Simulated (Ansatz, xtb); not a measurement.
Two isomers of C2H10OSi2

We compare X, `C[SiH](C)O[SiH3]`, a singlet, with Y, `C[SiH2]O[SiH2]C`, a singlet. Both are isolated molecules in the gas phase, relaxed with B3LYP-D3(BJ)/def2-SVP, each in the lowest conformer that the search found.

Quicker runs give these differences E(Y) − E(X): GFN2-xTB −1.06 kJ/mol; HF/STO-3G −0.37 kJ/mol (at GFN2-xTB geometries); r2SCAN-D4/def2-SVP −0.72 kJ/mol (at GFN2-xTB geometries).

Problem. Estimate E(Y) − E(X) at the level CCSD(T)/def2-SVP + ΔMP2/def2-TZVPP.

Solution. Too close to call at this level: CCSD(T)/def2-SVP + ΔMP2/def2-TZVPP gives E(Y) − E(X) = +0.29 kJ/mol.

How the difference moves with the method:

```csv
level,geometry,E(Y) − E(X) (kJ/mol),departure from the last row (kJ/mol),"job, with rough time for the two"
GFN2-xTB,GFN2-xTB,−1.06,−1.34,"optimisation, 0.54 s"
HF/STO-3G,GFN2-xTB,−0.37,−0.66,"single point, 0.86 s"
r2SCAN-D4/def2-SVP,GFN2-xTB,−0.72,−1.00,"single point, 6.3 s"
B3LYP-D3(BJ)/def2-SVP,B3LYP-D3(BJ)/def2-SVP,+0.25,−0.04,"optimisation, 1.9 min"
HF/def2-SVP,B3LYP-D3(BJ)/def2-SVP,−1.10,−1.38,part of the CCSD(T) run
MP2/def2-SVP,B3LYP-D3(BJ)/def2-SVP,+0.17,−0.11,part of the CCSD(T) run
CCSD(T)/def2-SVP,B3LYP-D3(BJ)/def2-SVP,+0.14,−0.15,single point
CCSD(T)/def2-SVP + ΔMP2/def2-TZVPP,B3LYP-D3(BJ)/def2-SVP,+0.29,,"single point, 66 s"
```

As drawn, both hold the same kinds of bond in the same numbers.

The largest departure from CCSD(T)/def2-SVP + ΔMP2/def2-TZVPP is that of HF/def2-SVP, 1.38 kJ/mol. A small imaginary or near-zero mode remains, so no thermal terms are given. The last row adds to CCSD(T) the change of the MP2 difference between the two basis sets, here +0.15 kJ/mol.

The correlated steps freeze 13 core orbitals. Run with Ansatz 0.2.0, xtb 6.7.1; the last row on 2 threads of Intel(R) Xeon(R) Processor @ 2.70GHz on a shared host.
